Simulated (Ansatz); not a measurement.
Cost and result for the atomization energy of CH$_{6}$Cl$_{2}$O$_{2}$Si$_{2}$, SMILES `O[Si@H](Cl)C[Si@@H](O)Cl` (13 atoms, 12 bonds).

Z-matrix (Å, degrees):
```
Si
Cl 1 2.058
C 1 1.871 2 107.9
O 1 1.630 2 110.6 3 122.0
H 1 1.476 2 106.2 3 -120.7
Si 3 1.844 1 114.9 2 150.6
H 3 1.096 1 108.2 2 30.5
H 3 1.095 1 109.2 2 -85.6
H 4 0.965 1 116.1 2 -105.9
O 6 1.650 3 105.2 1 -54.8
Cl 6 2.056 3 111.6 1 -173.1
H 6 1.480 3 114.0 1 67.1
H 10 0.959 6 118.6 3 -171.4
```

Total charge 0; spin multiplicity 1. The structure was optimised at the PBE0-D4/def2-TZVP level. It is one conformer, not always the lowest. Program: Ansatz. All runs use 2 threads of an AMD EPYC 7R13 on a shared host and a share of an NVIDIA H100 80 GB. Times are those of one run each, without the atoms' runs, and a repeat can differ threefold. Electronic energies, without spin–orbit coupling; frozen cores. CCSD(T)/CBS adds CCSD(T) − MP2 in def2-TZVPP to the MP2 limit, and its time is that of the two runs behind it. T1 = 0.011. B3LYP takes the VWN-RPA correlation (the form of Gaussian; ORCA's B3LYP/G).

CCSD(T)/CBS is a level of theory with its own doubt, some kJ/mol a heavy atom from the limit and from the frozen cores, so smaller differences don't rank the functionals.

| level | functions | wall time | atomization (kJ/mol) | difference from CCSD(T)/CBS | per bond |
| --- | --- | --- | --- | --- | --- |
| B2PLYP/def2-TZVPP | 345 | 4.2 s | 4780.1 | -98.4 | -8.2 |
| PBE-D4/def2-TZVPP (with forces) | 345 | 4.5 s | 4900.1 | 21.6 | 1.8 |
| PBE0-D4/def2-TZVPP | 345 | 4.6 s | 4830.1 | -48.4 | -4.0 |
| r2SCAN-D4/def2-TZVPP (with forces) | 345 | 6 s | 4876.8 | -1.7 | -0.1 |
| B3LYP-D4/def2-TZVPP (with forces) | 345 | 6.5 s | 4817.4 | -61.1 | -5.1 |
| MP2/def2-QZVPP | 631 | 6.5 s | 4940.5 | 62.0 | 5.2 |
| ωB97X-V/def2-TZVPP | 345 | 8 s | 4878.1 | -0.4 | 0.0 |
| ωB97M-V/def2-TZVPP (with forces) | 345 | 9 s | 4883.2 | 4.7 | 0.4 |
| CCSD(T)/def2-TZVPP | 345 | 13 s | 4727.2 | -151.3 | -12.6 |
| CCSD(T)/CBS(def2) | – | 20 s | 4878.5 | 0.0 | 0.0 |

The D4 term adds +65.9 kJ/mol with B3LYP and +35.1 kJ/mol with PBE0; it sums over pairs of atoms, weighted by their polarisabilities, and B3LYP, whose exchange is more repulsive, gets the larger term. In def2-TZVPP, CCSD(T) changes the Hartree–Fock value by +1165.3 kJ/mol (the triples alone add +75.3 kJ/mol) and MP2 by +1288.4 kJ/mol; breaking electron pairs costs correlation energy, which Hartree–Fock lacks. From PBE to PBE0 (25 % exact exchange), in def2-TZVPP and without D4, the atomization energy moves by −64.3 kJ/mol: exact exchange takes away binding that semilocal exchange gives to molecules.
